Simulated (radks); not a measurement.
Values are calculated unless marked as measured or tabulated.
Ionisation of Pm, [Xe] 4f5 6s2, to Pm+, [Xe] 4f5 6s1, under several functionals. Scalar-relativistic Kohn-Sham, spin-polarised, spherical densities, point nucleus; open shells are filled with parallel spins first (spin-orbit coupling, left out, can overturn this in heavy ions); a radial shooting solver on a logarithmic mesh with Libxc functionals.

| functional | E(Pm) (hartree) | Exc (hartree) | IE (eV) | -e(HOMO) (eV) | <r> HOMO (bohr) | IE error (eV) |
|---|---|---|---|---|---|---|
| revPBE | -10020.9975 | -229.1043 | 5.437 | 3.148 | 1.041 | -0.145 |
| LDA (Slater exchange, VWN5 correlation) | -10013.6829 | -221.7617 | 5.722 | 3.308 | 1.041 | +0.140 |
| exchange-only LDA | -10007.6882 | -215.6861 | 4.664 | 2.173 | 1.050 | -0.918 |
| exchange-only B88 | -10018.3555 | -226.4120 | 4.778 | 2.262 | 1.049 | -0.804 |
| AM05 | -10013.9376 | -222.0204 | 5.435 | 3.213 | 1.040 | -0.147 |
| LDA (Slater exchange, Perdew-Zunger correlation) | -10013.6554 | -221.7329 | 5.748 | 3.265 | 1.042 | +0.166 |
| exchange-only PBE | -10017.3522 | -225.3993 | 4.898 | 2.254 | 1.049 | -0.684 |
| B86b exchange with PBE correlation | -10021.6452 | -229.7534 | 5.518 | 3.163 | 1.042 | -0.064 |

NIST Atomic Spectra Database: 5.582 eV (measured). Closest: B86b exchange with PBE correlation. The Delta-SCF values span 1.08 eV, the total energies 13.96 hartree. The highest occupied level is 4f. Open shells are spherical and high-spin; term and fine-structure splittings are not resolved. Spin-orbit splitting is averaged out at the scalar-relativistic level.
